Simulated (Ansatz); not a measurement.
The multiplicity is imposed and other spin states were not computed.

Computed with r2SCAN-D4/def2-SVP (Ansatz, a program for electronic structure). No frequencies were computed at this level.

Ansatz 0.2 input:
```yaml
crystal:
  periodic: [false, false, false]
  atoms:
    - { symbol: Ag, position_ang: [0.14541, -0.112478, 0.034214] }
    - { symbol: O, position_ang: [-0.500752, 1.442458, -1.522776] }
    - { symbol: H, position_ang: [-0.985216, 1.262313, -2.329177] }
    - { symbol: H, position_ang: [-0.327813, 2.383603, -1.482404] }
    - { symbol: C, position_ang: [0.712215, -1.479287, 1.40536] }
    - { symbol: N, position_ang: [1.033798, -2.260355, 2.189839] }
basis:
  gaussian: { orbitals: def2-svp }
hamiltonian:
  xc: r2scan
  dispersion: d4
relax:
  max_steps: 150
```

Output:

```
Functional definition: r2SCAN
871 factors; their error is unknown
mean field evaluation 1: about -8592.4261 eV, gradient 6.1e1 eV
mean field evaluation 2: about -8545.4883 eV, gradient 1.4e2 eV
mean field evaluation 4: about -8600.2862 eV, gradient 1.2e1 eV
mean field evaluation 8: about -8600.5892 eV, gradient 9.7e-2 eV
mean field evaluation 16: about -8600.5668 eV, gradient 3.1e-5 eV
mean field -8600.56683642 eV, -316.0650015647 hartree, gradient 3.1e-5 eV, S^2 0.000000; 0 other end points of the search recorded, 0 dependent functions left out
reference -8600.56685283 eV, -316.0650021678 hartree; 21, 21 occupied and 62, 62 virtual orbitals, 871 factors
relax step   1: F+E_penalty+E_count = -8600.58913190 eV  Δ(F+E_penalty+E_count) = +0.000e0 eV  max|allowed force component| = 1.704e0 eV/Å  Δτ_max = 0.0000 Å  (27 SCF iters, accepted)
these checks for a lower state are left out or cut short: starts, cluster_reference, orbital_swaps, neighbouring_geometries, increment
871 factors; their error is unknown
mean field -8600.63292454 eV, -316.0674302585 hartree, gradient 1.4e-5 eV, S^2 0.000000; 0 other end points of the search recorded, 0 dependent functions left out
reference -8600.63294100 eV, -316.0674308633 hartree; 21, 21 occupied and 62, 62 virtual orbitals, 871 factors
relax step   2: F+E_penalty+E_count = -8600.65553875 eV  Δ(F+E_penalty+E_count) = -6.641e-2 eV  max|allowed force component| = 2.189e-1 eV/Å  Δτ_max = 0.0660 Å  (30 SCF iters, accepted)
these checks for a lower state are left out or cut short: starts, cluster_reference, orbital_swaps, neighbouring_geometries, increment
871 factors; their error is unknown
mean field -8600.63665741 eV, -316.0675674389 hartree, gradient 1.7e-5 eV, S^2 0.000000; 0 other end points of the search recorded, 0 dependent functions left out
reference -8600.63667392 eV, -316.0675680455 hartree; 21, 21 occupied and 62, 62 virtual orbitals, 871 factors
relax step   3: F+E_penalty+E_count = -8600.65939843 eV  Δ(F+E_penalty+E_count) = -3.860e-3 eV  max|allowed force component| = 2.726e-2 eV/Å  Δτ_max = 0.0267 Å  (30 SCF iters, accepted)
these checks for a lower state are left out or cut short: starts, cluster_reference, orbital_swaps, neighbouring_geometries, increment
871 factors; their error is unknown
mean field evaluation 32: about -8600.6613 eV, gradient 6.0e-2 eV
mean field -8600.63897026 eV, -316.0676524345 hartree, gradient 1.9e-5 eV, S^2 0.000000; 0 other end points of the search recorded, 0 dependent functions left out
reference -8600.63898677 eV, -316.0676530412 hartree; 21, 21 occupied and 62, 62 virtual orbitals, 871 factors
relax step   4: F+E_penalty+E_count = -8600.66172239 eV  Δ(F+E_penalty+E_count) = -2.324e-3 eV  max|allowed force component| = 1.986e-1 eV/Å  Δτ_max = 0.0522 Å  (29 SCF iters, accepted)
these checks for a lower state are left out or cut short: starts, cluster_reference, orbital_swaps, neighbouring_geometries, increment
871 factors; their error is unknown
mean field -8600.64434289 eV, -316.0678498751 hartree, gradient 1.4e-5 eV, S^2 0.000000; 0 other end points of the search recorded, 0 dependent functions left out
reference -8600.64435942 eV, -316.0678504826 hartree; 21, 21 occupied and 62, 62 virtual orbitals, 871 factors
relax step   5: F+E_penalty+E_count = -8600.66709521 eV  Δ(F+E_penalty+E_count) = -5.373e-3 eV  max|allowed force component| = 4.251e-1 eV/Å  Δτ_max = 0.0727 Å  (30 SCF iters, accepted)
these checks for a lower state are left out or cut short: starts, cluster_reference, orbital_swaps, neighbouring_geometries, increment
871 factors; their error is unknown
mean field -8600.64852711 eV, -316.0680036423 hartree, gradient 5.1e-6 eV, S^2 0.000000; 0 other end points of the search recorded, 0 dependent functions left out
reference -8600.64854370 eV, -316.0680042522 hartree; 21, 21 occupied and 62, 62 virtual orbitals, 871 factors
relax step   6: F+E_penalty+E_count = -8600.67130429 eV  Δ(F+E_penalty+E_count) = -4.209e-3 eV  max|allowed force component| = 6.164e-1 eV/Å  Δτ_max = 0.0734 Å  (29 SCF iters, accepted)
these checks for a lower state are left out or cut short: starts, cluster_reference, orbital_swaps, neighbouring_geometries, increment
871 factors; their error is unknown
mean field -8600.65481944 eV, -316.0682348813 hartree, gradient 1.7e-5 eV, S^2 0.000000; 0 other end points of the search recorded, 0 dependent functions left out
reference -8600.65483608 eV, -316.0682354929 hartree; 21, 21 occupied and 62, 62 virtual orbitals, 871 factors
relax step   7: F+E_penalty+E_count = -8600.67759038 eV  Δ(F+E_penalty+E_count) = -6.286e-3 eV  max|allowed force component| = 1.020e-1 eV/Å  Δτ_max = 0.0164 Å  (30 SCF iters, accepted)
these checks for a lower state are left out or cut short: starts, cluster_reference, orbital_swaps, neighbouring_geometries, increment
871 factors; their error is unknown
mean field evaluation 64: about -8600.6554 eV, gradient 1.8e-5 eV
mean field -8600.65542587 eV, -316.0682571669 hartree, gradient 1.8e-5 eV, S^2 0.000000; 0 other end points of the search recorded, 0 dependent functions left out
reference -8600.65544252 eV, -316.0682577791 hartree; 21, 21 occupied and 62, 62 virtual orbitals, 871 factors
relax step   8: F+E_penalty+E_count = -8600.67819376 eV  Δ(F+E_penalty+E_count) = -6.034e-4 eV  max|allowed force component| = 2.236e-2 eV/Å  Δτ_max = 0.0119 Å  (30 SCF iters, accepted)
these checks for a lower state are left out or cut short: starts, cluster_reference, orbital_swaps, neighbouring_geometries, increment
871 factors; their error is unknown
mean field -8600.65547487 eV, -316.0682589677 hartree, gradient 1.8e-5 eV, S^2 0.000000; 0 other end points of the search recorded, 0 dependent functions left out
reference -8600.65549153 eV, -316.0682595799 hartree; 21, 21 occupied and 62, 62 virtual orbitals, 871 factors
relax step   9: F+E_penalty+E_count = -8600.67824601 eV  Δ(F+E_penalty+E_count) = -5.225e-5 eV  max|allowed force component| = 4.099e-3 eV/Å  Δτ_max = 0.0033 Å  (32 SCF iters, accepted)
871 factors; their error is unknown
mean field -8600.65547487 eV, -316.0682589677 hartree, gradient 1.8e-5 eV, S^2 0.000000; 1 other end points of the search recorded, 0 dependent functions left out
reference -8600.65549153 eV, -316.0682595799 hartree; 21, 21 occupied and 62, 62 virtual orbitals, 871 factors
Total energy: -8600.67826267 eV, -316.0690964041 hartree
Atom 0 at     0.014612    -0.037955     0.037716 Å, force     0.002245    -0.003053     0.002302 eV/Å
Atom 1 at    -0.692491     1.452364    -1.387110 Å, force    -0.001180     0.000610     0.000100 eV/Å
Atom 2 at    -0.824638     1.149281    -2.296761 Å, force    -0.000199    -0.000448    -0.001062 eV/Å
Atom 3 at    -0.170716     2.264762    -1.454539 Å, force     0.000643     0.000983     0.000019 eV/Å
Atom 4 at     0.677530    -1.395350     1.320782 Å, force    -0.003223     0.004099    -0.002943 eV/Å
Atom 5 at     1.073346    -2.196848     2.074968 Å, force     0.001714    -0.002191     0.001584 eV/Å
Dipole moment:    -0.488617     1.470672    -1.568428 e Å
```

Cost: very roughly 60 core-seconds.
